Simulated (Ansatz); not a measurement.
`COC(C)(O)F` + `[OH][Al]([OH])[SH]` → `C[O][Al]([OH])[SH]` + `CC(O)(O)F`  (substitution at a C–O bond)

Gas-phase electronic energies from Ansatz, PBE0-D4/def2-TZVP geometries. CBS: MP2 limit from def2 TZ/QZ plus the TZ coupled-cluster correction, frozen cores. This one scheme is used for every species. Functionals use def2-TZVPP. B3LYP here is the variant with VWN-RPA as its local correlation; programs differ in this. Each species was taken in one conformer, which may not be the lowest.

(1) Is it downhill or uphill in electronic energy at CCSD(T)/CBS, and by how much? (Best estimate.)

(2) What do these levels give: PBE-D4, PBE, PBE0, B3LYP, MP2/def2-TZVPP, CCSD(T)/def2-TZVPP? (Best estimate.)

Largest T1 diagnostic among the species: 0.012.

Answers

(1) Ansatz gave: Uphill: ΔE = +11.0 kJ/mol.

(2) Ansatz gave: PBE-D4 6.3, PBE 4.8, PBE0 5.3, B3LYP 3.9, MP2/def2-TZVPP 12.1, CCSD(T)/def2-TZVPP 10.7 kJ/mol.

In def2-TZVPP, CCSD(T) changes the Hartree–Fock value by +8.3 kJ/mol (the triples alone add +1.2 kJ/mol) and MP2 by +9.7 kJ/mol.
